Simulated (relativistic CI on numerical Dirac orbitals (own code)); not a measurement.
**Pb70+: computed level list**

Calculated at this level of theory: Dirac-Coulomb-Breit CI, KLI orbitals optimised for each configuration, QED by a radiative potential, unscaled Slater integrals (own radial code, finite nucleus).

Configurations in the expansion (outside the closed core [Ne]): 3s², 3s3p, 3p², 3s3d, 3d², 3p3d, 3p4s, 3d4s, 3s4s, 3s4p, 3s4d, 3s4f, 3s5s, 3s5p, 3s5d, 4s². Levels of other configurations are missing.

| No. | Configuration | Term | J | E (10³ cm⁻¹) | % | Next component (%) | Landé g | jj configuration (%) |
| --- | --- | --- | --- | --- | --- | --- | --- | --- |
| 1 | 3s² | ¹S | 0 | 0.0 | 99 |  |  | closed (99) |
| 2 | 3s3p | ³P° | 0 | 1333.0 | 100 |  |  | 3s 3p1/2 (100) |
| 3 | 3s3p | ³P° | 1 | 1483.2 | 71 | 29 ¹P° | 1.331 | 3s 3p1/2 (100) |
| 4 | 3p² | ³P | 0 | 3176.9 | 68 | 31 ¹S |  | 3p1/2^2 (99) |
| 5 | 3s3p | ³P° | 2 | 6205.2 | 100 |  | 1.482 | 3s 3p3/2 (100) |
| 6 | 3s3p | ¹P° | 1 | 6550.9 | 71 | 29 ³P° | 1.129 | 3s 3p3/2 (99) |
| 7 | 3p² | ¹D | 2 | 7883.8 | 53 | 26 ³P | 1.125 | 3p1/2 3p3/2 (79) |
| 8 | 3p² | ³P | 1 | 7914.4 | 100 |  | 1.484 | 3p1/2 3p3/2 (100) |
| 9 | 3s3d | ³D | 1 | 8170.1 | 100 |  | 0.484 | 3s 3d3/2 (100) |
| 10 | 3s3d | ³D | 2 | 8313.8 | 63 | 19 ¹D | 1.121 | 3s 3d3/2 (79) |
| 11 | 3s3d | ³D | 3 | 9248.4 | 100 |  | 1.316 | 3s 3d5/2 (100) |
| 12 | 3s3d | ¹D | 2 | 9406.9 | 68 | 29 ³D | 1.043 | 3s 3d5/2 (96) |
| 13 | 3p3d | ³F° | 2 | 9602.3 | 75 | 20 ¹D° | 0.745 | 3p1/2 3d3/2 (100) |
| 14 | 3p3d | ³D° | 1 | 9934.5 | 52 | 31 ¹P° | 0.810 | 3p1/2 3d3/2 (100) |
| 15 | 3p3d | ³P° | 2 | 10861.3 | 47 | 35 ³D° | 1.270 | 3p1/2 3d5/2 (100) |
| 16 | 3p3d | ³F° | 3 | 10893.7 | 50 | 28 ¹F° | 1.097 | 3p1/2 3d5/2 (100) |
| 17 | 3p² | ³P | 2 | 12849.4 | 65 | 35 ¹D | 1.307 | 3p3/2^2 (100) |
| 18 | 3p² | ¹S | 0 | 13030.6 | 68 | 32 ³P |  | 3p3/2^2 (99) |
| 19 | 3p3d | ³D° | 2 | 14602.6 | 52 | 24 ¹D° | 1.033 | 3p3/2 3d3/2 (100) |
| 20 | 3p3d | ³F° | 3 | 14695.7 | 50 | 36 ¹F° | 1.070 | 3p3/2 3d3/2 (98) |
| 21 | 3p3d | ³P° | 0 | 14695.9 | 100 |  |  | 3p3/2 3d3/2 (100) |
| 22 | 3p3d | ³P° | 1 | 14699.8 | 58 | 37 ³D° | 1.085 | 3p3/2 3d3/2 (100) |
| 23 | 3p3d | ³F° | 4 | 15572.9 | 100 |  | 1.234 | 3p3/2 3d5/2 (100) |
| 24 | 3p3d | ³P° | 2 | 15680.7 | 45 | 42 ¹D° | 1.218 | 3p3/2 3d5/2 (100) |
| 25 | 3p3d | ³D° | 3 | 15849.3 | 64 | 35 ¹F° | 1.198 | 3p3/2 3d5/2 (99) |
| 26 | 3p3d | ¹P° | 1 | 15970.0 | 64 | 25 ³P° | 1.057 | 3p3/2 3d5/2 (100) |
| 27 | 3d² | ³F | 2 | 16469.7 | 72 | 24 ¹D | 0.761 | 3d3/2^2 (100) |
| 28 | 3d² | ³P | 0 | 16721.8 | 68 | 32 ¹S |  | 3d3/2^2 (99) |
| 29 | 3d² | ³F | 3 | 17507.6 | 100 |  | 1.067 | 3d3/2 3d5/2 (100) |
| 30 | 3d² | ³P | 2 | 17618.4 | 50 | 28 ¹D | 1.159 | 3d3/2 3d5/2 (100) |
| 31 | 3d² | ¹G | 4 | 17644.0 | 73 | 27 ³F | 1.050 | 3d3/2 3d5/2 (99) |
| 32 | 3d² | ³P | 1 | 17671.2 | 100 |  | 1.485 | 3d3/2 3d5/2 (100) |
| 33 | 3d² | ³F | 4 | 18628.2 | 73 | 27 ¹G | 1.168 | 3d5/2^2 (99) |
| 34 | 3d² | ¹D | 2 | 18726.8 | 47 | 46 ³P | 1.196 | 3d5/2^2 (100) |
| 35 | 3d² | ¹S | 0 | 18988.8 | 67 | 32 ³P |  | 3d5/2^2 (99) |
| 36 | 3s4s | ³S | 1 | 33289.2 | 100 |  | 1.983 | 3s 4s (100) |
| 37 | 3s4s | ¹S | 0 | 33434.1 | 100 |  |  | 3s 4s (100) |
| 38 | 3s4p | ³P° | 0 | 33983.5 | 100 |  |  | 3s 4p1/2 (100) |
| 39 | 3s4p | ³P° | 1 | 33996.8 | 67 | 33 ¹P° | 1.318 | 3s 4p1/2 (100) |
| 40 | 3p4s | ³P° | 0 | 34870.6 | 100 |  |  | 3p1/2 4s (100) |
| 41 | 3p4s | ³P° | 1 | 34870.6 | 66 | 33 ¹P° | 1.317 | 3p1/2 4s (99) |
| 42 | 3s4p | ³P° | 2 | 35966.0 | 100 |  | 1.488 | 3s 4p3/2 (100) |
| 43 | 3s4p | ¹P° | 1 | 36013.3 | 67 | 32 ³P° | 1.160 | 3s 4p3/2 (99) |
| 44 | 3s4d | ³D | 1 | 36676.6 | 100 |  | 0.493 | 3s 4d3/2 (100) |
| 45 | 3s4d | ³D | 2 | 36685.4 | 63 | 37 ¹D | 1.092 | 3s 4d3/2 (100) |

Energies count from the lowest computed level; ° marks odd parity. Filled j subshells are mostly left out of the jj labels.

The mean weight of the leading LS term, summed over parents, in these 45 levels is 75 %, and that of the leading jj configuration (from the same eigenvectors) 99 %, so jj coupling describes them better and the LS labels are nominal.

At this charge energies of transitions that change n are usually good to better than 1 %, and those within a shell (Δn = 0) to a few per cent.

LS names give the leading component of a level, which can be under half, so a name can repeat, a term be missing and a line seem to break the LS rules.
